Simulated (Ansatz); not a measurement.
System: tribromo(chloro)silane, sum formula SiBr3Cl, charge 0, multiplicity 1. 
Coordinates optimised at B3LYP-D3(BJ)/def2-TZVP (Ansatz, a first-principles code):
```
Si
Cl 1 2.0385
Br 1 2.2067 2 109.24
Br 1 2.2067 2 109.24 3 120.00
Br 1 2.2067 2 109.24 3 -120.00
```
Charge 0, spin multiplicity 1.

Basis-set convergence of Hartree-Fock and MP2 correlation energies (hartree) with Ansatz. Valence correlation only, unless marked. No spin-orbit coupling. Frozen are the shells of the preceding noble gas and the d and f shells that filled before the atom's block. Non-relativistic.

```
basis        functions        E(HF)  E(corr, MP2)
-----------  ---------  -----------  ------------
def2-SVPD          174  -8464.70877      -0.61217
def2-TZVPPD        270  -8465.90875      -0.78548
def2-QZVPPD        449  -8466.07664      -0.86645
```

Extrapolating the two largest sets (X = 3 and 4) as X^-3: E(corr) = (64·(-0.86645) - 27·(-0.78548))/37 = -0.9255 Eh, an estimate of the basis-set limit. The largest set recovers 93.6 % of it, the smallest 66.1 %.
